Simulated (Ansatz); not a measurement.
Consider the ligand exchange at the Si–S bond: `Cl[SiH2]S[SiH](Cl)Cl` + CH₃OH → `CO[SiH2]Cl` + `S[SiH](Cl)Cl`.

Isolated molecules relaxed with PBE0-D4/def2-TZVP in Ansatz; ΔE leaves out vibrations. CBS: MP2 limit from def2 TZ/QZ plus the TZ coupled-cluster correction, frozen cores. This one scheme is used for every species. DFT in def2-TZVPP. Each species was taken in one conformer, which may not be the lowest.

```csv
level,ΔE (kJ/mol)
ωB97X-V,-43.2
HF/def2-TZVPP,-65.3
CCSD(T)/def2-TZVPP,-45.4
CCSD/CBS(def2),-44.5
```

(1) What does CCSD(T)/CBS give? (Best estimate.)

Largest T1 diagnostic among the species: 0.010.

Results:

(1) Ansatz gave: -40.4 kJ/mol. The listed levels differ from it by -2.8, -24.9, -5.0, -4.1 kJ/mol.

The D4 term adds +12.6 kJ/mol with B3LYP and +7.3 kJ/mol with PBE0; it sums over pairs of atoms, weighted by their polarisabilities, and B3LYP, whose exchange is more repulsive, gets the larger term. In def2-TZVPP, CCSD(T) changes the Hartree–Fock value by +20.0 kJ/mol (the triples alone add +4.1 kJ/mol) and MP2 by +24.6 kJ/mol.

B3LYP here is the variant with VWN-RPA as its local correlation; programs differ in this.
